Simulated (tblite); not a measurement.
Input of a run (GFN2-xTB geometry optimisation, gas phase (tblite 0.8.0)), started from a force field or distance geometry:
```
{"job": {"kind": "relax", "xc": "GFN2-xTB", "basis": "xTB"}, "charge": 0, "multiplicity": 2}
C     -0.036200    -2.006600     0.041800
C     -0.315100    -0.493900     0.097400
C      1.025000     0.141800     0.404000
N      0.998300     1.574800     0.496200
C     -0.899400    -0.001900    -1.194500
C     -1.124200     1.465000    -1.041900
N     -2.257800     1.813500    -0.531600
H     -0.961900    -2.579200    -0.056900
H      0.618100    -2.279700    -0.810100
H      0.480900    -2.291600     0.985500
H     -1.073500    -0.336000     0.867700
H      1.403300    -0.303800     1.358900
H      1.716700    -0.239900    -0.376300
H      1.010000     1.951100     1.469500
H      1.823100     2.006000     0.011000
H     -0.177100    -0.129500    -2.034700
H     -1.864500    -0.489700    -1.426700
H     -0.374500     2.206100    -1.330000
```

Output (eV, eV/Å):
```
step      E/eV     max force
  0    -599.25254    5.083
  1    -599.42088    5.935
  2    -599.58682    1.301
  3    -599.61563    0.668
  4    -599.66163    0.923
  5    -599.68360    0.658
  6    -599.69869    0.250
  7    -599.70588    0.229
  8    -599.71778    0.441
  9    -599.72738    0.422
 10    -599.73623    0.215
 11    -599.74212    0.180
 12    -599.74723    0.241
 13    -599.75304    0.274
 14    -599.76051    0.210
 15    -599.76963    0.260
 16    -599.77917    0.257
 17    -599.78712    0.247
 18    -599.79351    0.194
 19    -599.79972    0.184
 20    -599.80625    0.240
 21    -599.81270    0.279
 22    -599.81818    0.215
 23    -599.82232    0.171
 24    -599.82499    0.248
 25    -599.82817    0.220
 26    -599.83089    0.148
 27    -599.83453    0.124
 28    -599.83653    0.145
 29    -599.84120    0.176
 30    -599.84565    0.173
 31    -599.84986    0.194
 32    -599.85273    0.207
 33    -599.85567    0.141
 34    -599.85794    0.096
 35    -599.85928    0.084
 36    -599.86042    0.077
 37    -599.86130    0.062
 38    -599.86197    0.052
 39    -599.86246    0.050
 40    -599.86282    0.049
 41    -599.86309    0.045
 42    -599.86335    0.042
 43    -599.86365    0.044
 44    -599.86404    0.048
 45    -599.86463    0.078
 46    -599.86559    0.116
 47    -599.86707    0.141
 48    -599.86907    0.218
 49    -599.87141    0.196
 50    -599.87314    0.142
 51    -599.87464    0.143
 52    -599.87656    0.137
 53    -599.87835    0.234
 54    -599.87886    0.500
 55    -599.88214    0.160
 56    -599.88410    0.129
 57    -599.88641    0.189
 58    -599.88928    0.670
 59    -599.89274    0.101
 60    -599.89441    0.103
 61    -599.89614    0.261
 62    -599.89783    0.123
 63    -599.89935    0.077
 64    -599.90060    0.036
 65    -599.90089    0.057
 66    -599.90114    0.099
 67    -599.90142    0.101
 68    -599.90166    0.079
 69    -599.90189    0.065
 70    -599.90212    0.055
 71    -599.90234    0.041
 72    -599.90254    0.031
 73    -599.90273    0.040
 74    -599.90293    0.047
 75    -599.90311    0.038
 76    -599.90326    0.053
 77    -599.90337    0.022
 78    -599.90346    0.023
 79    -599.90354    0.021
 80    -599.90363    0.034
 81    -599.90373    0.050
 82    -599.90388    0.055
 83    -599.90404    0.045
 84    -599.90419    0.024
 85    -599.90430    0.023
 86    -599.90438    0.025
 87    -599.90446    0.026
 88    -599.90455    0.025
 89    -599.90467    0.039
 90    -599.90479    0.029
 91    -599.90491    0.069
 92    -599.90502    0.046
 93    -599.90515    0.027
 94    -599.90527    0.028
 95    -599.90543    0.025
 96    -599.90556    0.019
 97    -599.90564    0.016
 98    -599.90568    0.016
 99    -599.90571    0.014
100    -599.90573    0.007
```

**Question.** Summarise the run.

**Answer.** The energy falls by 0.653 eV over 100 L-BFGS steps, the largest force on an atom goes from 5.08 to 0.007 eV/Å, and the atoms move by 0.382 Å rms after alignment. The bond that changes most is C6=N7 (ends: carbon bonded to C, N and H; nitrogen bonded to C), which shortens by 0.075 Å. Bonds longer at the end by more than 0.005 Å: 5 of 17; shorter: 11. Among the angles that change most is C5–C6–N7, from 116.0° to 129.4°. Among the dihedrals that turn most is H16–C5–C6–N7, from 154° to 98°. The energy never rose by more than 1e-5 eV on the way. The first step brought 26 % of the lowering.

**Question.** What are the final bond lengths?

**Answer.** C1–C2 1.528 Å, C2–C3 1.535 Å, C3–N4 1.457 Å, C2–C5 1.530 Å, C5–C6 1.518 Å, C6=N7 1.216 Å, C1–H8 1.087 Å, C1–H9 1.088 Å, C1–H10 1.088 Å, C2–H11 1.096 Å, C3–H12 1.103 Å, C3–H13 1.094 Å, N4–H14 1.014 Å, N4–H15 1.013 Å, C5–H16 1.094 Å, C5–H17 1.091 Å, C6–H18 1.111 Å. Numbering counts from 1 in the input's order; the species is `C[C@@H](CN)CC=[N]` [radical].

Time: 0.56 s. Hardware: one thread of an Arm Neoverse V1, no GPU, shared host with 64 logical CPUs at a one-minute load of 17.

Its GFN2-xTB frequencies are all real (lowest 59 cm⁻¹).

One conformer stands for the species.

These are computed values.
